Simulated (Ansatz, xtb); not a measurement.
Relative energy of two isomers of C5H6ClNS

Structure X: `C[C@@H](C#N)/C(S)=C\Cl`, a singlet. Structure Y: `C/C(C#N)=C(\S)CCl`, a singlet. Both are isolated molecules in the gas phase, relaxed with PBE-D3(BJ)/def2-SVP, each in the lowest conformer that the search found.

X (Å):

```xyz
14

C    -0.1901   -0.4945   -1.2915
C    -1.1791    0.6819   -1.4659
C    -2.3237    0.2941   -2.3030
C    -1.6163    1.2410   -0.1171
C    -0.9564    2.2531    0.4931
Cl    0.4383    3.0305   -0.2014
N    -3.2127   -0.0412   -2.9878
S    -2.9915    0.3894    0.6148
H     0.7040   -0.1356   -0.7471
H    -0.6602   -1.3112   -0.7109
H     0.1234   -0.8907   -2.2765
H    -0.6567    1.5068   -1.9975
H    -2.8473    0.9265    1.8591
H    -1.2333    2.6504    1.4800
```

Y (Å):

```tsv
atom	x (Å)	y (Å)	z (Å)
C	-0.8955	2.0328	-0.7777
C	0.1833	2.1241	-1.8278
C	1.0460	3.2640	-1.7783
C	0.3949	1.1620	-2.7872
C	1.5250	1.2579	-3.7734
Cl	0.9843	0.9973	-5.4857
N	1.7320	4.2175	-1.7073
S	-0.5879	-0.3013	-2.7986
H	-0.5192	1.5397	0.1440
H	-1.7504	1.4358	-1.1557
H	-1.2567	3.0391	-0.4914
H	-0.3101	-0.5801	-4.1096
H	2.2902	0.4820	-3.5740
H	1.9969	2.2570	-3.7316
```

Task: Estimate which is lower in electronic energy at CCSD(T)/def2-SVP + ΔMP2/def2-TZVPP, and by roughly how much.

Result: The CCSD(T)/def2-SVP + ΔMP2/def2-TZVPP calculation puts structure Y lower, by 24.3 kJ/mol.

The same difference at several levels:

```
                             level             geometry  E(Y) − E(X) (kJ/mol)  departure from the last row (kJ/mol)  job, with rough time for the two
               PBE-D3(BJ)/def2-SVP  PBE-D3(BJ)/def2-SVP                   −37.5                                 −13.2                optimisation, 87 s
                       HF/def2-SVP  PBE-D3(BJ)/def2-SVP                   −21.0                                  +3.3           part of the CCSD(T) run
                      MP2/def2-SVP  PBE-D3(BJ)/def2-SVP                   −24.4                                  −0.1           part of the CCSD(T) run
                  CCSD(T)/def2-SVP  PBE-D3(BJ)/def2-SVP                   −21.0                                  +3.2                      single point
CCSD(T)/def2-SVP + ΔMP2/def2-TZVPP  PBE-D3(BJ)/def2-SVP                   −24.3                                                   single point, 3.1 min
```

As drawn, both hold the same kinds of bond in the same numbers.

The levels shown agree on the order. The largest departure from CCSD(T)/def2-SVP + ΔMP2/def2-TZVPP is that of PBE-D3(BJ)/def2-SVP, 13.2 kJ/mol. Levels run at GFN2-xTB geometries aren't shown. The last row adds to CCSD(T) the change of the MP2 difference between the two basis sets, here −3.2 kJ/mol.

With thermal terms from frequencies at re-optimised GFN2-xTB minima (ideal gas, soft modes damped towards free rotors, one conformer each, 298.15 K, 1 atm): on the last row, ΔE + ΔZPE = −24.9, ΔH = −24.5, ΔG = −26.4 kJ/mol.

The correlated steps freeze 16 core orbitals. Mirror images aren't counted in ΔG. Programs: Ansatz 0.2.0, xtb 6.7.1; the last row on 2 threads of Arm Neoverse V2 on a shared host.
